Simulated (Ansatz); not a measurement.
`F[Si](Cl)(Br)Br` + H₂O → `O[Si](Cl)(Br)Br` + H–F at 700 K and 1 bar (formal hydrolysis of the Si–F bond).

Isolated molecules relaxed with PBE0-D4/def2-TZVP in Ansatz; ΔE leaves out vibrations. CBS: MP2 limit from def2 TZ/QZ plus the TZ coupled-cluster correction, frozen cores. This one scheme is used for every species. For Br outer-core shells are correlated without core-valence functions, which leaves a few kJ/mol of doubt a bond. Scalar relativity is left out up to krypton. Each species was taken in one conformer, which may not be the lowest.

```tsv
species	CCSD(T)/CBS energy (Eh)	H − E (kJ/mol)	S (J/(mol·K))
`F[Si](Cl)(Br)Br`	-5995.50423	79.3	447.9
H₂O	-76.37941	80.5	218.4
`O[Si](Cl)(Br)Br`	-5971.47577	115.6	470.6
H–F	-100.39570	45.2	198.5
```

H − E and S are ideal-gas, rigid-rotor, harmonic terms from PBE0-D4/def2-TZVP, for one conformer and one mirror image of each species. 1 Eh = 2625.50 kJ/mol, R = 8.31446 J/(mol·K).

Problem. By hand: ΔE, ΔH, ΔS and ΔG.

Solution. ΔE = (-5971.47577) + (-100.39570) − (-5995.50423) − (-76.37941) = 0.01217 Eh = 32.0 kJ/mol. Δ(H − E) = 115.6 + 45.2 − 79.3 − 80.5 = 1.0, so ΔH = 33.0 kJ/mol. ΔS = 470.6 + 198.5 − 447.9 − 218.4 = 2.8 J/(mol·K). ΔG = 33.0 − 700 × (2.8)/1000 = 31.0 kJ/mol.

Problem. By hand: the equilibrium constant, and the temperature at which ΔG would vanish if ΔH and ΔS stayed fixed.

Solution. log₁₀ K = −ΔG/(RT ln 10) = -2.3. ΔG = 0 at ΔH/ΔS = 11786 K, far beyond where these terms or the molecules hold.

The number of gas molecules stays the same, so ΔS is small and ΔH decides. A doubt of 5 kJ/mol in ΔE shifts log₁₀ K by 0.4 here. Other conformers and mirror images would add mixing entropy, several J/(mol·K) or more a flexible species. These are equilibria of isolated gas molecules and say nothing of rates. Largest T1 diagnostic: 0.008 (customary marks: 0.02 for closed shells, 0.045 for open ones).
